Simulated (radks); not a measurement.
The zinc ion Zn4+, 26 electrons, occupied as [Ar] 3d8 (the NIST ground configuration). Calculated with a radial shooting solver on a logarithmic mesh with Libxc functionals: scalar-relativistic Kohn-Sham, BLYP, spin-unpolarised, spherical densities, finite nucleus; Fermi nuclear charge, rms radius 3.9283 fm.

X-ray form factor f0, the Fourier transform of the density (f0(0) = 26):

sin(theta)/lambda (1/angstrom),f0 (electrons)
0.05,25.801
0.1,25.220
0.15,24.304
0.2,23.124
0.25,21.759
0.3,20.289
0.4,17.305
0.5,14.579
0.6,12.305
0.8,9.175
1,7.450
1.25,6.273
1.5,5.469
2,4.063
